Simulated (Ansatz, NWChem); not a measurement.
# ZrO (SMILES [O][Zr]): the vertical energy of the triplet above the singlet from total energies

The species is ZrO (2 atoms), meant as a singlet with charge 0. SMILES: `[O][Zr]`. Geometry: the measured bond length.

```tsv
atom	x (Å)	y (Å)	z (Å)
O	0.0000	0.0000	0.0000
Zr	0.0000	0.0000	1.7116
```

Both states at this one shape; open shells run unrestricted unless said. 1 Eh = 27.2114 eV.

| level | program | singlet ZrO (Eh) | triplet ZrO (Eh) |
| --- | --- | --- | --- |
| HF/STO-3G | Ansatz | -3577.000711 | -3577.025696 |
| HSE06/def2-TZVP (core potential) | Ansatz | -122.174078 | -122.183734 |
| B2PLYP/def2-TZVP (core potential), 1 core orbital frozen | NWChem | -122.146035 | -122.140414 |
| MP2/def2-TZVP (core potential), 1 core orbital frozen | NWChem | -121.941614 | -121.924925 |

Work out the vertical gap, second state less first, at each level.


1. HF/STO-3G: -3577.025696 − (-3577.000711) = -0.024985 Eh = -0.68 eV.
2. HSE06/def2-TZVP (core potential): -122.183734 − (-122.174078) = -0.009656 Eh = -0.26 eV.
3. B2PLYP/def2-TZVP (core potential): -122.140414 − (-122.146035) = 0.005621 Eh = 0.15 eV.
4. MP2/def2-TZVP (core potential): -121.924925 − (-121.941614) = 0.016689 Eh = 0.45 eV.

No measured value is set beside it here; the levels span -0.68 to 0.45 eV. Hartree–Fock favours the state with fewer electron pairs, since it lacks pair correlation. Spin-orbit coupling, which splits open shells on such heavy atoms by tenths of an eV, is left out. Minimal sets are far from the basis-set limit. All-electron rows are non-relativistic unless named. The second state is spin-contaminated at HF/STO-3G (⟨S²⟩ = 2.13).
